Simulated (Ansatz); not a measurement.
Born–Oppenheimer molecular dynamics of GaH$_{3}$ (4 atoms, charge 0, multiplicity 1). It starts from a relaxed structure.

Computed with RKS revPBE/def2-SVP (Ansatz 0.2.0).

```yaml
ensemble: NVT, Nosé–Hoover chain
time_step: 0.5 fs
steps_asked: 250
set_temperature: 300 K
thermostat: time constant 100 fs, chain length 1
seed: 205888
```

First frame:

```xyz
4
Properties=species:S:1:pos:R:3
Ga 0.000 0.000 0.000
H 0.000 0.000 1.586
H 1.373 0.000 -0.793
H -1.373 0.000 -0.793
```

How far do the bonds stretch over the last three quarters of this one trajectory? (Pairs bonded in most of those frames.)


```csv
bond,mean (Å),spread (Å),shortest,longest
Ga1–H2,1.592,0.043,1.53,1.66
Ga1–H3,1.587,0.009,1.57,1.61
Ga1–H4,1.587,0.021,1.56,1.62
```

Mean temperature of the second half: 197 K. The conserved energy stayed within 0.082 meV per atom of its start (net change 0.044 meV per atom), so the integration is sound. The mean temperature of the second half is 34 % below the set value. A run of 0.12 ps of so small a system gives no equilibrium averages.

Run time: 2.5 min on 1 thread of Arm Neoverse V1 (shared host), peak memory 0.085 GiB.
